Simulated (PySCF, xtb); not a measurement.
H3O2, SMILES [OH2+]O, charge +1.

GFN2-xTB in xtb at its own geometry gives an orbital gap of 7.62 eV.

The structure is a stationary point at B3LYP-D3(BJ)/def2-TZVP. The isomer is the one that the SMILES or the coordinates give; other isomers of the formula were not compared.

Problem. What does ωB97X/def2-TZVPD (PySCF) give? (An estimate is asked for; the answer gives what the named calculation found.)

Solution. gap 13.93 eV (levels -20.07 and -6.14 eV).
